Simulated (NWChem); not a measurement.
Molecule: C$_{3}$H$_{6}$OS; SMILES O=C(SC)C

```xyz
11

C      0.5015    -1.9735    -0.0689
S     -0.7726    -0.7008    -0.0856
C      0.2375     0.7664     0.0084
C     -0.5806     2.0301     0.0128
O      1.4391     0.7492     0.0624
H      0.4488    -2.5679    -0.9906
H      1.4706    -1.4543    -0.0080
H      0.3672    -2.6262     0.8039
H     -0.3536     2.5909     0.9319
H     -1.6602     1.8389    -0.0456
H     -0.2683     2.6525    -0.8391
```
Atoms are numbered in this order, from 1.

Results from NWChem. Pople sets run with spherical d functions. All runs use the structure optimised with PBE0/def2-SVP. GIAO values for the isolated, static molecule; σ is the absolute isotropic shielding, δ = σ(reference) − σ with the isolated reference molecule computed at the same levels (13C: tetramethylsilane, 1H: tetramethylsilane, 17O: water).

For level KT2/pcSseg-1:

```
Item                     Value
-----------------------  -----
δ C1 (ppm)                14.1
σ S2 (ppm)               372.3
δ C4 (ppm)                29.7
δ O5 (ppm)               524.7
δ H6 (rotor mean) (ppm)   2.25
δ H9 (rotor mean) (ppm)   2.16
```

What are these values for level B3LYP/6-31G*?

The δ C1 (ppm) is 12.1 and the σ S2 (ppm) is 393.2. The δ C4 (ppm) is 28.1. The δ O5 (ppm) is 504.9. The δ H6 (rotor mean) (ppm) comes out as 2.15 and the δ H9 (rotor mean) (ppm) is 2.01.
